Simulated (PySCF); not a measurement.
C₄H₁₂O₃Sn, SMILES C[C](C)([Sn]([OH])([OH])[OH])C (GFN2-xTB optimised geometry):

```
20

C     -0.301     0.995    -1.311
C     -0.678     0.346     0.000
C     -2.166     0.118     0.121
C     -0.112     1.084     1.190
Sn     0.298    -1.733     0.000
O      2.308    -1.733     0.000
O     -0.161    -2.894    -1.575
O     -0.162    -2.892     1.576
H      0.775     1.132    -1.387
H     -0.640     0.401    -2.157
H     -0.775     1.976    -1.372
H     -2.410    -0.431     1.028
H     -2.673     1.084     0.162
H     -2.551    -0.431    -0.735
H     -0.522     2.095     1.211
H      0.972     1.158     1.129
H     -0.378     0.590     2.122
H      2.673    -2.095    -0.806
H     -0.670    -3.664    -1.324
H      0.595    -3.068     2.133
```

Level of theory: PySCF with CAM-B3LYP/def2-SVP, def2 effective core potentials past Kr.

### Question
What are the frontier orbital energies and the dipole moment?

### Answer
HOMO-2 -9.46 eV, HOMO-1 -9.46 eV, HOMO -8.52 eV, LUMO 0.03 eV, LUMO+1 1.93 eV; dipole moment 2.21 D.

On the same geometry PBE/def2-SVP, def2 effective core potentials past Kr in PySCF gives HOMO-2 -6.18 eV, HOMO-1 -6.18 eV, HOMO -5.91 eV, LUMO -1.89 eV, LUMO+1 0.13 eV; dipole moment 2.02 D.
